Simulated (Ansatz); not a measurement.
All numbers were calculated with Ansatz.

`O=C(O)c1cccc(O)c1` at its PBE0-D4/def2-TZVP geometry, where that method's forces vanish. Total charge 0; spin multiplicity 1.

```tsv
atom	x (Å)	y (Å)	z (Å)
O1	-0.7847	3.0928	-0.2242
C2	-0.2001	2.1662	-0.7223
O3	0.4786	2.2856	-1.8766
C4	-0.1453	0.7994	-0.1525
C5	-0.8224	0.5661	1.0410
C6	-0.7906	-0.6982	1.5984
C7	-0.0924	-1.7238	0.9778
C8	0.5823	-1.4848	-0.2138
O9	1.2800	-2.4472	-0.8636
C10	0.5566	-0.2192	-0.7826
H11	0.3762	3.2061	-2.1537
H12	-1.3601	1.3810	1.5074
H13	-1.3130	-0.8956	2.5270
H14	-0.0711	-2.7152	1.4212
H15	1.2221	-3.2719	-0.3735
H16	1.0839	-0.0414	-1.7100
```

(1) For each bond, give half the difference of the two atoms' forces along it (eV/Å; positive pushes the atoms apart) under PBE-D4, r2SCAN-D4, B3LYP-D4, ωB97M-V in def2-TZVPP. (An estimate is asked.)

Answers

(1) The calculation gave: 
```tsv
bond	length (Å)	PBE-D4	r2SCAN-D4	B3LYP-D4	ωB97M-V
O1–C2	1.204	0.95	0.35	0.21	-0.05
C2–O3	1.344	0.40	0.31	0.27	0.13
C2–C4	1.482	-0.47	-0.26	-0.18	0.19
C4–C5	1.392	0.15	0.12	0.08	-0.07
C4–C10	1.388	0.11	0.10	0.08	-0.05
C5–C6	1.382	0.10	0.08	0.09	0.09
C5–H12	1.082	0.01	-0.11	-0.15	-0.09
C6–C7	1.387	0.08	0.08	0.11	0.06
C6–H13	1.084	0.00	-0.09	-0.15	-0.10
C7–C8	1.390	0.08	0.04	0.01	-0.10
C7–H14	1.086	0.00	-0.10	-0.14	-0.08
C8–O9	1.355	0.23	0.20	0.29	0.35
C8–C10	1.388	0.05	0.02	-0.03	-0.03
C10–H16	1.082	0.01	-0.12	-0.15	-0.09
```

B3LYP here is the variant with VWN-RPA as its local correlation; programs differ in this.
